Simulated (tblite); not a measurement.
Species: C4H12Cl2OSi2.
Geometry (GFN2-xTB, Å), atoms numbered from 1 in this order:
```
atom  x, y, z in Å
C1    -2.6900    1.9131   -0.7072
O2    -2.4546    0.6103   -0.2623
Si3   -1.1052    0.0122    0.4177
C4    -1.6082   -1.8202    0.6127
Cl5   -0.2175   -2.7034    1.2882
Si6    0.7155    0.3249   -0.9832
C7     2.2906   -0.5834   -0.3760
C8     2.7248   -0.2146    1.0275
Cl9    3.5921   -0.1439   -1.5352
H10   -2.7144    2.6069    0.1352
H11   -1.9090    2.2318   -1.4011
H12   -3.6550    1.9285   -1.2135
H13   -0.9584    0.5492    1.7846
H14   -1.8543   -2.3042   -0.3290
H15   -2.4347   -1.9712    1.3022
H16    1.0851    1.7494   -1.0741
H17    0.5040   -0.1235   -2.3693
H18    2.1962   -1.6669   -0.4584
H19    3.6639   -0.7008    1.2873
H20    2.8583    0.8610    1.1202
H21    1.9620   -0.5382    1.7333
```

All values are computed: GFN2-xTB (tblite) harmonic vibrations without scaling, gas phase. The method is semi-empirical: single wavenumbers can be off by several per cent or more. Modes of hydrogen on silicon can be 10 to 20 % off. One conformer, not necessarily the lowest.

Harmonic wavenumbers (cm⁻¹): 26.0, 38.6, 49.0, 58.9, 80.0, 89.5, 98.2, 128.7, 157.5, 194.6, 217.9, 223.4, 258.3, 281.6, 322.6, 422.4, 441.1, 581.7, 622.7, 633.2, 670.5, 679.6, 704.0, 716.9, 746.4, 766.3, 774.2, 795.5, 992.9, 1040.6, 1084.8, 1103.7, 1129.2, 1131.7, 1153.0, 1179.3, 1184.7, 1262.4, 1407.3, 1414.0, 1434.0, 1478.0, 1480.6, 1485.6, 1498.2, 2125.9, 2165.6, 2188.5, 2952.1, 2956.8, 2970.4, 3000.6, 3001.3, 3002.1, 3018.7, 3024.4, 3033.3.

A = 960.3, B = 499.0, C = 358.9 MHz; mass 201.980 u (most abundant isotopes); point group C1, symmetry number 1.

Problem. What is the zero-point energy?

Solution. Half the sum of the wavenumbers: 32840 cm⁻¹ = 93.89 kcal/mol.

Problem. What is S at 273.15 K and 1 bar for an ideal gas of classical rigid rotors and harmonic oscillators?

Solution. Translation 41.40, rotation 31.64, vibration 50.17: S = 123.2 cal/(mol K).

Problem. And Cp and H(273.15 K) − H(0)?

Solution. Cp = 48.68 cal/(mol K), of which vibrations give 40.73 (their classical limit is 57 R = 113.3); H(273.15 K) − H(0) = 8.67 kcal/mol without the zero-point energy, 6.49 from vibrations.

Problem. Which modes carry the vibrational entropy at 273.15 K?

Solution. 26.0 cm⁻¹: 5.94; 38.6 cm⁻¹: 5.16; 49.0 cm⁻¹: 4.68; 58.9 cm⁻¹: 4.32; 80.0 cm⁻¹: 3.72; 89.5 cm⁻¹: 3.50 cal/(mol K); the other 51 give 22.85 together.

Problem. What must be added to the electronic energy to get the Gibbs energy at 273.15 K and 1 bar?

Solution. ZPE + [H(273.15 K) − H(0)] − T·S = 93.89 + 8.67 − 33.66 = 68.90 kcal/mol.

Hindered rotation and anharmonicity are outside this model. Other conformers, if any are populated, would add a mixing term that is left out. The structure is chiral; the term R ln 2 for an equal mix with its mirror image is left out.
